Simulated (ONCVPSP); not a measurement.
## Cutoff test, C (Z = 6), ONCV

- Element: carbon
- Generator: ONCVPSP 4.0.1
- Type: optimised norm-conserving Vanderbilt (ONCV)
- Functional: Wu-Cohen
- Relativity: scalar-relativistic
- Frozen core: [He]
- Valence charge: 4
- Reference configuration: 2s1.75 2p2.25
- Partial waves: 2s: rc 1.00 bohr, ncon 4, nbas 8, qcut 6.5 1/bohr, local; 2p: rc 2.55 bohr, ncon 4, nbas 7, qcut 4.4 1/bohr, 1 projector; d scattering state at 0.04 Ha: rc 2.10 bohr, ncon 4, nbas 7, qcut 4 1/bohr, 2 projectors, debl 0.4 Ha
- Local potential: the s channel
- Core correction: none

For each optimised wave give the share of its norm inside rc, the residual kinetic energy above qcut (Ha) and the cutoffs (Ha) for errors of 10, 1, 0.1 and 0.01 mHa per electron.

```csv
wave,norm inside rc,residual KE,10 mHa,1 mHa,0.1 mHa,0.01 mHa
2s,0.205,5.6e-04,12.6,19.6,43.9,143.6
2p,0.817,1.3e-04,6.3,8.2,10.1,22.1
d projector 1,0.000,1.6e-07,0.0,0.2,0.6,2.4
d projector 2,0.059,9.6e-05,2.0,4.7,7.9,12.3
```

The occupied waves need 20 Ha and 44 Ha for 1 and 0.1 mHa. Rows with under 1 % of the norm inside rc give no meaningful cutoff. Its largest configuration-test error is +1932 meV.
